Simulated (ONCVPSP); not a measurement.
**What one change does to a pseudopotential (V (Z = 23), ONCV)**

vanadium (V), optimised norm-conserving Vanderbilt (ONCV), made with ONCVPSP 4.0.1 (BLYP, scalar-relativistic). Core [Ne] 3s2, reference 3p6 3d3 4s2. Waves: 4s: rc 2.45 bohr, ncon 4, nbas 7, qcut 3.2 1/bohr, 2 projectors, debl 1.1 Ha; 3p: rc 1.20 bohr, ncon 4, nbas 8, qcut 13.7 1/bohr, 2 projectors, debl 3.3 Ha; 3d: rc 1.60 bohr, ncon 4, nbas 8, qcut 11.7 1/bohr, 1 projector. Local part: polynomial inside 1.05 bohr (lpopt 4, dvloc0 1 Ha). Core correction: polynomial model core, fcfact 0.2.

Change: functional PBEsol; d: rc 1.2, qcut 15.6.

Cutoffs: the cutoffs (Ha) at which the residual kinetic energy of the hardest occupied pseudo-wave falls to 1 and 0.1 mHa per electron; they do not see the model core or the augmentation charge, which bear on the density cutoff. Errors are all-electron minus pseudo energies relative to the spin-unpolarised reference configuration.

Question: How do hardness, ghosts and transferability respond?

Answer: The potential gets harder (43 Ha and 56 Ha → 72 Ha and 85 Ha); both files keep a bound ghost (s); the number of tests with a reliable result goes from 3 to 4; of the 3 tests that both files solve, the error grows in 2 and shrinks in 0 by more than 15 % and 0.3 meV (median size 29.1 → 43.5 meV).

```tsv
quantity	base	changed
cutoff, loose	43 Ha	72 Ha
cutoff, tight	56 Ha	85 Ha
loose cutoff by channel	s 3.3 Ha, p 41 Ha, d 43 Ha	s 3.3 Ha, p 41 Ha, d 72 Ha
bound ghosts	s	s
GHOST(+) flags under 300 eV	none	none
tests with a reliable result	3 of 4	4 of 4
error for 3p6 3d3 4s1, meV [ΔE 7.69 → 7.75 eV]	-6.0	-7.9
error for 3p6 3d3 4s0, meV [ΔE 22.14 → 21.95 eV]	-29	-44
error for 3p6 3d2 4s0, meV [ΔE 51.03 → 50.80 eV]	+122	+104
s: phases at 2.49 bohr within 0.05 rad from the reference energy up to (Ha; the scan ends near 5)	2.5	2.5
p: phases at 1.22 bohr within 0.05 rad from the reference energy up to (Ha; the scan ends near 5)	to the end of the scan	to the end of the scan
rms error of d²Exc/dni dnj with the model core, mHa	1.30	1.35
```

 A true bound ghost makes a file unfit for plane-wave use even where its test errors are small: the radial tests pick states by their node count and pass the ghost by.
